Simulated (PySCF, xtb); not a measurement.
2-methylideneimidazole (C4H4N2), SMILES C=C1N=CC=N1.

Harmonic wavenumbers (cm⁻¹) from xtb with GFN2-xTB at its own minimum, in rising order: 196, 328, 496, 654, 713, 740, 853, 863, 884, 904, 922, 936, 1000, 1107, 1218, 1235, 1340, 1501, 1601, 1678, 3118, 3140, 3148, 3164.

Q: What does B3LYP-D3(BJ)/def2-SVP in PySCF give at its own minimum? (An estimate is asked for; the answer gives what the named calculation found.)

A: 234, 373, 550, 735, 762, 773, 898, 905, 928, 956, 962, 983, 988, 1203, 1299, 1340, 1390, 1517, 1631, 1724, 3172, 3189, 3202, 3288. Paired by order, the mean absolute difference is 54 cm⁻¹ and the zero-point energies are 45.4 and 47.2 kcal/mol.
